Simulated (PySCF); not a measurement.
Here is a job for PySCF.
```python
from pyscf import gto, scf, dft

mol = gto.M(
    atom='''
S    -0.000362   -0.002134    0.103903
H    -0.038472    1.008615   -0.811003
H     0.044257   -0.974478   -0.851437
''',
    basis='6-31g',
    charge=1,
    spin=1,
    verbose=4,
)

mf = dft.UKS(mol)
mf.xc = 'blyp'
mf = mf.density_fit(auxbasis='def2-universal-jkfit')
mf.kernel()
mf.analyze()
```

Q: What does this run give for the <S^2>, number of basis functions, total energy?

A: 
- <S^2> = 0.752
- number of basis functions = 17
- total energy = -398.948976 Ha

These values belong to the state on which the SCF converged, which isn't shown to be the lowest.
